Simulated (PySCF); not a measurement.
Potential energy curve for BeH (cation, charge +1), singlet.

Method: CCSD(T) on UHF/cc-pVTZ in PySCF.

Q: Relative to R = 1.30 Å, what are the energies at R = 1.20, 1.38, 1.53, 2.67 Å?

A: 11.0 kJ/mol at 1.20 Å, 3.5 kJ/mol at 1.38 Å, 27.6 kJ/mol at 1.53 Å, 256.1 kJ/mol at 2.67 Å.

The unrestricted determinant behind UCCSD(T) is spin-contaminated at 1.78 to 5.26 Å (<S²> up to 1.0, against 0.00 for a pure singlet).
